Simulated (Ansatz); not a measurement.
The cluster Na₄H₅⁻. Charge -1, multiplicity 1. Geometry PBE-D4/def2-SVPD, basis def2-TZVPD, Ansatz.

```xyz
9

Na    0.960    0.269    1.973
Na   -1.719    1.216    0.671
Na   -0.909   -0.175   -2.005
Na    1.774   -1.108   -0.708
H     0.374    0.717   -0.258
H     0.676   -1.593   -2.548
H    -0.916    1.131    2.711
H    -2.755    0.694   -1.194
H     2.514   -1.150    1.357
```

| run | HOMO (eV) | LUMO (eV) |
| --- | --- | --- |
| A | -1.82 | 2.15 |
| B | -0.72 | 1.95 |
| C | -4.11 | 2.59 |
| D | -1.96 | 2.39 |
| E | -1.01 | 2.34 |

The order of the spin states hangs on the level: the quintet lies 1.96 eV below the singlet at BLYP-D4/def2-TZVPD, but 0.53 eV above it at PBE0-D4/def2-TZVPD. The structure comes from a short search, and lower isomers may exist.

Question: The runs used BLYP, PBE0, r2SCAN, r2SCAN0, ωB97X-V. Estimate which is which.

Answer: A PBE0 (25 % exact exchange); B BLYP (0 % exact exchange); C ωB97X-V (range-separated); D r2SCAN0 (25 % exact exchange); E r2SCAN (0 % exact exchange). Exact exchange lowers occupied and raises empty levels; among semilocal functionals meta-GGAs tend to open the gap a little, and such runs are hard to tell apart. The gap grows from 2.68 eV (BLYP) to 6.70 eV (ωB97X-V).
